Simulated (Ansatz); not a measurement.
Two structures of SiNH₇F₂, closed shell, reached by relaxing down either side of one saddle point (PBE0-D4/def2-TZVP). Energies are electronic, without zero-point energy. Computed with Ansatz 0.2.0 (basis: def2-TZVPP and def2-QZVPP); correlated methods freeze the cores. Extrapolation: Hartree–Fock as exp(−7.88 √X), correlation as X^−2.97. First:

```json
{"atom": "Si1", "x (Å)": "-0.3898", "y (Å)": "-1.2258", "z (Å)": "0.5119"}
{"atom": "H2", "x (Å)": "1.0560", "y (Å)": "-0.9111", "z (Å)": "0.8725"}
{"atom": "H3", "x (Å)": "-0.2904", "y (Å)": "-2.0611", "z (Å)": "-0.7069"}
{"atom": "H4", "x (Å)": "-0.8925", "y (Å)": "-1.9856", "z (Å)": "1.6802"}
{"atom": "N5", "x (Å)": "-1.3727", "y (Å)": "0.1326", "z (Å)": "0.2397"}
{"atom": "H6", "x (Å)": "0.9340", "y (Å)": "1.6035", "z (Å)": "-1.3038"}
{"atom": "F7", "x (Å)": "0.1709", "y (Å)": "1.7365", "z (Å)": "-1.8301"}
{"atom": "H8", "x (Å)": "1.7181", "y (Å)": "0.2988", "z (Å)": "0.2704"}
{"atom": "F9", "x (Å)": "2.0688", "y (Å)": "1.0502", "z (Å)": "-0.1812"}
{"atom": "H10", "x (Å)": "-1.7854", "y (Å)": "0.6334", "z (Å)": "1.0087"}
{"atom": "H11", "x (Å)": "-1.2172", "y (Å)": "0.7289", "z (Å)": "-0.5614"}
```

Second:

Si1  (-0.825, -0.921, -0.751)
H2  (1.560, 0.274, 2.375)
H3  (-2.024, -1.279, -1.534)
H4  (-0.074, -2.069, -0.205)
N5  (-1.258, 0.130, 0.496)
H6  (1.367, 0.889, -1.214)
F7  (0.193, -0.248, -1.832)
H8  (1.735, 0.608, 1.728)
F9  (1.907, 1.413, -0.665)
H10  (-0.608, 0.374, 1.226)
H11  (-1.972, 0.830, 0.378)
(Å)

Task: Which bonds change from the first to the second?

Result: SiNH₅ ([NH2][SiH3]) + HF + HF → SiNH₄F ([NH2][SiH2][F]) + HF + H₂; bonds formed: Si1–F7, H2–H8, H6–F9; bonds broken: Si1–H2, H6–F7, H8–F9.

Task: Give the saddle point's structure and its height above each. (An estimate is asked for; the value comes from the calculation.)

Result: Computed: 28.41 kcal/mol above the first and 57.53 kcal/mol above the second (CCSD(T) at an estimated basis limit (MP2 extrapolated from triple and quadruple zeta, plus CCSD(T) − MP2 in triple zeta)).
| atom | x (Å) | y (Å) | z (Å) |
| --- | --- | --- | --- |
| Si1 | -0.3310 | -0.6760 | 0.0886 |
| H2 | 1.1523 | -0.3644 | 0.7960 |
| H3 | -0.0871 | -1.5969 | -1.0396 |
| H4 | -0.4737 | -1.5854 | 1.2736 |
| N5 | -1.6792 | 0.3053 | 0.3525 |
| H6 | 1.3286 | 0.9326 | -0.9973 |
| F7 | 0.2208 | 0.7152 | -1.1760 |
| H8 | 1.7468 | 0.1431 | 0.2821 |
| F9 | 2.3401 | 0.8895 | -0.4992 |
| H10 | -2.3011 | 0.1284 | 1.1208 |
| H11 | -1.9166 | 1.1088 | -0.2012 |

No T1 diagnostic of these runs exceeds 0.012.

Labels in which every atom is bracketed show which atoms are joined, not bond orders.

For scale, one of the runs: CCSD(T)/def2-TZVPP, 233 basis functions, launched by `ansatz run in.yaml --threads 4 --pin off --events-out ev --progress --plain --max-ram 9574MiB`. Time: 110 s of wall clock on 4 CPU threads of an Arm Neoverse V2; the host was shared. Peak host memory: 4.3 GiB.
